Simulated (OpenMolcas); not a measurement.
# Ionisation energies of cobalt

| Item | Value |
| --- | --- |
| Program | OpenMolcas 26.06 |
| Basis | ANO-L-VTZP [6s5p3d2f1g] |
| Scalar Hamiltonian | non-relativistic, point nucleus |
| Spin-orbit coupling | state interaction with AMFI integrals over the reference wave functions, term energies averaged over their components |

Active shells in each charge state: the valence d shell, with orbitals averaged over the low states. Where CASPT2's correlated closed shells are named, they are those of the first ion.

A. CASSCF
B. SS-CASPT2, IPEA 0.25 Eh, imaginary shift 0.1 Eh (closed shells correlated: 3s 3p)
C. SS-CASPT2, IPEA 0 Eh, imaginary shift 0.1 Eh (closed shells correlated: 3s 3p)
D. SS-CASPT2, IPEA 0.25 Eh, imaginary shift 0.1 Eh (closed shells correlated: none)
E. SS-CASPT2, IPEA 0.25 Eh, imaginary shift 0.1 Eh (closed shells correlated: 2s 2p 3s 3p)

Energies in eV between the lowest computed levels, named as in B; reference values from the NIST Atomic Spectra Database with their kind.

```json
{"From": "Co2+ 3d7 4F 9/2", "To": "Co3+ 3d6 5D4", "A": "31.775", "B": "34.095", "C": "34.112", "D": "33.632", "E": "34.103", "Spin-orbit share in B": "+0.025", "Reference": "33.500 (semi-empirical)"}
{"From": "Co3+ 3d6 5D4", "To": "Co4+ 3d5 6S 5/2", "A": "49.839", "B": "51.813", "C": "51.802", "D": "51.383", "E": "51.823", "Spin-orbit share in B": "+0.077", "Reference": "51.270 (semi-empirical)"}
{"From": "Co4+ 3d5 6S 5/2", "To": "Co5+ 3d4 5D0", "A": "78.816", "B": "79.901", "C": "79.958", "D": "79.628", "E": "79.903", "Spin-orbit share in B": "-0.146", "Reference": "79.500 (semi-empirical)"}
{"From": "Co5+ 3d4 5D0", "To": "Co6+ 3d3 4F 3/2", "A": "101.875", "B": "102.749", "C": "102.787", "D": "102.457", "E": "102.752", "Spin-orbit share in B": "-0.068", "Reference": "102.000 (semi-empirical)"}
{"From": "Co6+ 3d3 4F 3/2", "To": "Co7+ 3d2 3F2", "A": "128.853", "B": "129.404", "C": "129.442", "D": "129.158", "E": "129.399", "Spin-orbit share in B": "-0.017", "Reference": "128.900 (semi-empirical)"}
{"From": "Co7+ 3d2 3F2", "To": "Co8+ 3d 2D 3/2", "A": "157.999", "B": "158.343", "C": "158.389", "D": "158.101", "E": "158.330", "Spin-orbit share in B": "+0.047", "Reference": "157.800 (semi-empirical)"}
```

The lowest level within the active space need not be the ion's true ground level.
